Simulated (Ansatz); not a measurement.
Calculated with Ansatz (gas phase, PBE0-D4/def2-TZVP geometries, no zero-point term in ΔE). CCSD(T)/CBS is the MP2 limit (def2-TZVPP, def2-QZVPP) plus CCSD(T) − MP2 in def2-TZVPP, frozen cores. This one scheme is used for every species. Functionals use def2-TZVPP. B3LYP here is the variant with VWN-RPA as its local correlation; programs differ in this. Elements past krypton have def2 core potentials. For Sn outer-core shells are correlated without core-valence functions, which leaves a few kJ/mol of doubt a bond. Each species was taken in one conformer, which may not be the lowest.

Consider the formal exchange of groups at a B–Si bond: `F[SiH2][BH][SnH3]` + `CC` → `CC[BH][SnH3]` + `F[SiH3]`.

| level | ΔE (kcal/mol) | difference from CCSD(T)/CBS |
| --- | --- | --- |
| PBE-D4 | -1.7 | 1.7 |
| r2SCAN-D4 | -2.6 | 0.8 |
| PBE0-D4 | -2.2 | 1.2 |
| B3LYP-D4 | -2.8 | 0.6 |
| ωB97X-V | -3.1 | 0.3 |
| ωB97M-V | -4.2 | -0.8 |
| B2PLYP | -3.6 | -0.2 |
| PBE | -1.7 | 1.7 |
| r2SCAN | -2.6 | 0.8 |
| PBE0 | -2.2 | 1.2 |
| B3LYP | -2.8 | 0.6 |
| HF/def2-TZVPP | -3.3 | 0.1 |
| MP2/def2-TZVPP | -5.2 | -1.8 |
| SCS-MP2/def2-TZVPP | -4.8 | -1.4 |
| CCSD/def2-TZVPP | -3.3 | 0.1 |
| CCSD(T)/def2-TZVPP | -3.4 | 0.0 |
| HF/def2-QZVPP | -3.5 | -0.1 |
| MP2/def2-QZVPP | -5.3 | -1.9 |
| SCS-MP2/def2-QZVPP | -4.8 | -1.4 |
| HF/CBS(def2) | -3.5 | -0.1 |
| MP2/CBS(def2) | -5.2 | -1.8 |
| CCSD/CBS(def2) | -3.3 | 0.1 |
| CCSD(T)/CBS | -3.4 | 0 |

Largest T1 diagnostic among the species: 0.014.
